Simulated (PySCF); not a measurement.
## Ca: excitation energy

Ca [Ar] 4s2 (1S) → Ca [Ar] 4s1 4p1 (3P), as a difference of total energies. Calculation: PySCF 2.14, in x2c-QZVPPall with one added diffuse shell each of s, p, d, f type (12s8p5d4f, 89 functions); scalar relativity by spin-free X2C-1e. Correlated levels: valence and next inner shell: [Ne] frozen. The calculations carry no spin-orbit coupling.

```csv
method,excitation energy (eV)
UHF,1.030
MP2 (valence and next inner shell),1.827
SCS-MP2 (valence and next inner shell),1.909
CCSD (valence and next inner shell),1.833
CCSD(T) (valence and next inner shell),1.893
```

Task: How much does correlation contribute at CCSD(T) (valence and next inner shell)?

Result: 1.893 − (1.030) = 0.863 eV, measured against UHF.

Errors of the correlated levels include the incompleteness of this basis and the frozen core.

For comparison: 1.892 eV (measured; NIST levels, between the centres of gravity of the two terms).
